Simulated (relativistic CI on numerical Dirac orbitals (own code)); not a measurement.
**Calculated levels, Tm XV**

Method of calculation: Dirac-Coulomb-Breit CI, KLI orbitals optimised for each configuration, QED by a radiative potential, unscaled Slater integrals (own radial code, finite nucleus).

Configurations in the expansion (outside the closed core [Ar] 3d10): 4s2.4p6.4d10.4f9, 4s2.4p6.4d10.4f7.5s2, 4s2.4p6.4d9.4f10, 4s2.4p5.4d10.4f10, 4s.4p6.4d10.4f10, 4p6.4d10.4f11. Levels of other configurations are missing.

```tsv
No.	Configuration	Term	J	E (cm⁻¹)	%	Next component (%)	Landé g	Lifetime (s)
41	4s2.4p6.4d10.4f7.5s2	6F°	3/2	102236.8	51	34 4D°	1.032	1.13e-02
42	4s2.4p6.4d10.4f7.5s2	6H°	5/2	103742.5	32	27 4G°	0.706	1.38e-02
43	4s2.4p6.4d10.4f7.5s2	4L°	19/2	103990.1	83	13 4N°	1.128	1.35e-01
44	4s2.4p6.4d10.4f7.5s2	4D°	1/2	104297.6	53	45 6F°	-0.287	1.43e-02
45	4s2.4p6.4d10.4f7.5s2	4K°	11/2	105052.4	73	12 2I°	0.840	1.18e-02
46	4s2.4p6.4d10.4f7.5s2	6H°	15/2	105694.8	72	21 4I°	1.287	3.15e-02
47	4s2.4p6.4d10.4f7.5s2	6H°	7/2	105888.8	26	25 4G°	1.014	2.57e-02
48	4s2.4p6.4d10.4f7.5s2	6H°	9/2	106564.9	45	18 4H°	1.065	3.30e-02
49	4s2.4p6.4d10.4f7.5s2	6H°	11/2	106647.3	46	29 4H°	1.183	4.40e-02
50	4s2.4p6.4d10.4f7.5s2	4H°	9/2	108214.0	53	20 4F°	1.090	8.98e-03
51	4s2.4p6.4d10.4f7.5s2	6H°	13/2	108939.7	38	26 4H°	1.212	1.57e-02
52	4s2.4p6.4d10.4f7.5s2	4L°	17/2	109421.0	51	27 4K°	1.099	1.10e-02
53	4s2.4p6.4d10.4f7.5s2	6H°	7/2	110300.6	27	22 4G°	1.001	9.77e-03
54	4s2.4p6.4d10.4f7.5s2	4K°	15/2	110665.9	43	27 4L°	1.061	9.24e-03
55	4s2.4p6.4d10.4f7.5s2	4K°	13/2	111264.6	58	21 4L°	0.979	8.10e-03
56	4s2.4p6.4d10.4f7.5s2	4H°	11/2	112141.8	50	18 4I°	1.105	3.53e-02
57	4s2.4p6.4d10.4f7.5s2	2Q°	23/2	112589.5	82	13 2O°	0.978	5.94e-02
58	4s2.4p6.4d10.4f7.5s2	4H°	7/2	112878.6	54	12 2G°	0.831	1.38e-02
59	4s2.4p6.4d10.4f7.5s2	4G°	5/2	113366.4	42	24 4F°	0.828	1.22e-02
60	4s2.4p6.4d10.4f7.5s2	4H°	9/2	113594.9	37	18 4I°	1.023	9.58e-03
61	4s2.4p6.4d10.4f7.5s2	4H°	13/2	114638.7	61	18 4I°	1.200	7.86e-02
62	4s2.4p6.4d10.4f7.5s2	4G°	11/2	114722.9	60	12 4H°	1.201	1.40e-02
63	4s2.4p6.4d10.4f7.5s2	4I°	9/2	114969.6	23	19 6H°	1.027	1.25e-02
64	4s2.4p6.4d10.4f7.5s2	6H°	5/2	114994.1	39	37 4G°	0.572	1.06e-02
65	4s2.4p6.4d10.4f7.5s2	4S°	3/2	115045.4	80	8 4P°	1.919	3.75e-03
66	4s2.4p6.4d10.4f7.5s2	2Q°	25/2	115500.5	100		1.038	5.82e-01
67	4s2.4p6.4d10.4f7.5s2	4G°	9/2	116589.3	41	25 4I°	1.045	2.16e-02
68	4s2.4p6.4d10.4f7.5s2	4I°	13/2	116641.6	67	9 6H°	1.106	3.73e-02
69	4s2.4p6.4d10.4f7.5s2	4I°	11/2	116674.9	61	13 6H°	1.039	3.78e-02
70	4s2.4p6.4d10.4f7.5s2	4G°	7/2	117080.0	73	6 4F°	1.008	1.35e-02
71	4s2.4p6.4d10.4f7.5s2	4F°	3/2	117156.8	71	15 4D°	0.484	7.05e-03
72	4s2.4p6.4d10.4f7.5s2	4I°	15/2	118756.5	72	11 6H°	1.188	3.05e-02
73	4s2.4p6.4d10.4f7.5s2	2G°	9/2	119076.0	29	28 4G°	1.052	1.62e-02
74	4s2.4p6.4d10.4f7.5s2	4G°	5/2	120066.2	47	28 4F°	0.774	1.81e-02
75	4s2.4p6.4d10.4f7.5s2	4G°	11/2	120222.3	45	20 4H°	1.218	7.73e-03
76	4s2.4p6.4d10.4f7.5s2	4D°	7/2	121257.6	23	20 2F°	1.126	4.13e-03
77	4s2.4p6.4d10.4f7.5s2	4I°	15/2	122324.2	48	27 4K°	1.121	1.68e-02
78	4s2.4p6.4d10.4f7.5s2	2M°	17/2	122500.7	42	23 4K°	1.017	4.99e-03
79	4s2.4p6.4d10.4f7.5s2	4G°	7/2	122649.4	31	18 4F°	1.094	8.42e-03
80	4s2.4p6.4d10.4f7.5s2	4M°	19/2	123532.1	35	34 2M°	1.044	4.07e-02
81	4s2.4p6.4d10.4f7.5s2	4I°	13/2	123568.4	30	26 4K°	1.051	1.51e-02
82	4s2.4p6.4d10.4f7.5s2	2N°	21/2	123622.1	42	31 2O°	1.039	3.69e-02
83	4s2.4p6.4d10.4f7.5s2	4M°	15/2	124412.6	47	21 2L°	0.926	1.04e-02
84	4s2.4p6.4d10.4f7.5s2	4D°	7/2	124661.6	28	26 4H°	1.060	3.38e-03
85	4s2.4p6.4d10.4f7.5s2	4D°	5/2	125126.0	49	29 4F°	1.158	6.01e-03
```

Energies count from the lowest computed level; ° marks odd parity; lifetimes are radiative, by E1, M1, E2, M2 decay to levels of this space only.

The mean weight of the leading LS term, summed over parents, in these 45 levels is 50 %, and that of the leading jj configuration (from the same eigenvectors) 50 %.

At this charge energies of transitions that change n are usually good to better than 1 %, and those within a shell (Δn = 0) to a few per cent. Terms inside the open d or f shell come out 10 to 20 % too wide with unscaled integrals. Levels and lines within the n = 5 or 6 shells can be off by up to 10 % or somewhat more, and those that change n by about 2 %, since core polarisation is missing. The computed lowest level isn't the tabulated ground level, which NIST ASD gives as 4f9 6H°15/2.

LS names give the leading component of a level, which can be under half, so a name can repeat, a term be missing and a line seem to break the LS rules.
